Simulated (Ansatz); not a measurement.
Total energies of Ga₈P₈H₂₂, a nanocrystal cut from wurtzite GaP (hydrogen-capped) from Ansatz at PBE-D4/def2-SVP, gas phase (1 Eh = 27.2114 eV = 2625.5 kJ/mol). The reference geometry is relaxed at PBE-D4/def2-SVP.

```xyz
38

Ga   -3.3062    2.7020    1.5994
P    -2.2847    1.2669    3.3123
P    -2.1629    1.6995   -0.2755
Ga    0.1839    2.1069   -0.2351
Ga   -0.6816   -0.4585    2.8098
P     0.9807    0.6734    1.5277
P     1.1785    1.1934   -2.1976
Ga    3.5418    1.6647   -2.3398
Ga    2.6104   -0.9571    0.9162
P     4.1887    0.2866   -0.4112
Ga   -2.8443   -0.5558   -0.5503
P    -1.7359   -1.7968    1.1562
P    -1.6443   -1.2286   -2.5352
Ga    0.7657   -1.1026   -2.6268
Ga   -0.3574   -3.6176    0.3313
P     1.4090   -2.2732   -0.6527
H    -2.7441    4.1524    1.8593
H    -4.8333    2.3062    1.5625
H    -1.7065    2.0739    4.3424
H    -3.3053    0.6461    4.0992
H    -2.6436    2.3842   -1.4387
H     0.5606    3.6154    0.0226
H    -0.1454   -1.2102    4.0844
H     1.6465    1.5336    2.4586
H     0.5728    1.8970   -3.2888
H     3.8189    3.1584   -1.9161
H     4.1508    0.9452   -3.6052
H     3.2695   -1.7273    2.1202
H     4.9684    1.0631    0.5028
H     5.2057   -0.6428   -0.7962
H    -4.3934   -0.8019   -0.6867
H    -2.8112   -2.4319    1.8569
H    -2.1580   -0.4653   -3.6292
H    -2.0868   -2.5173   -2.9650
H     1.3341   -1.6694   -3.9811
H     0.2317   -4.4073    1.5634
H    -1.1484   -4.2880   -0.8674
H     2.3756   -3.2175   -1.1266
```

| state | geometry | energy (Eh) |
| --- | --- | --- |
| charge 0 singlet | reference | -18136.89129 |
| charge 1 doublet | reference | -18136.60781 |
| charge -1 doublet | reference | -18136.90746 |
| free Ga atom (doublet) | – | -1924.26790 |
| free P atom (quartet) | – | -340.98790 |
| free H atom (doublet) | – | -0.49863 |

Single mean-field runs in def2-SVP are fitted with def2-universal-jkfit.

Task: Work out the vertical ionisation energy to the doublet.

Result: E(charge 1 doublet) − E(charge 0 singlet) = -18136.60781 − (-18136.89129) = 0.28348 Eh = 7.71 eV. For comparison, −ε of the highest occupied level is 6.05 eV at this level, 1.66 eV less.

Task: Work out the vertical electron affinity, to the doublet.

Result: E(charge 0 singlet) − E(charge -1 doublet) = -18136.89129 − (-18136.90746) = 0.01617 Eh = 0.44 eV. The basis lacks diffuse functions, which makes affinities too small.

Task: Give the fundamental gap IE − EA, the Mulliken electronegativity (IE + EA)/2 and the hardness (IE − EA)/2.

Result: From the values in Eh: IE − EA = 0.28348 − 0.01617 = 0.26731 Eh = 7.27 eV; (IE + EA)/2 = 4.08 eV; (IE − EA)/2 = 3.64 eV. The HOMO–LUMO gap of the same run is 4.22 eV, 3.05 eV smaller than the fundamental gap.

Task: What is the binding energy per atom against free atoms?

Result: Atoms: 8 × (-1924.26790) + 8 × (-340.98790) + 22 × (-0.49863) = -18133.01626 Eh. Binding: -18133.01626 − (-18136.89129) = 3.87503 Eh = 105.44 eV, or 2.77 eV for each of 38 atoms (no zero-point energy, no counterpoise term).

At PBE-D4/def2-SVP the gap within one spin of the charge 1 doublet nearly closes, so an electron or hole may be smeared out by delocalisation error. At PBE-D4/def2-SVP the gap within one spin of the charge -1 doublet nearly closes, so an electron or hole may be smeared out by delocalisation error. At PBE-D4/def2-SVP the highest occupied level of the charge -1 doublet lies above zero (up to 1.10 eV). By energy differences its removal costs 0.44 eV (vertical, to the charge 0 singlet, at PBE-D4/def2-SVP); self-interaction error and the lack of diffuse functions both raise the level.
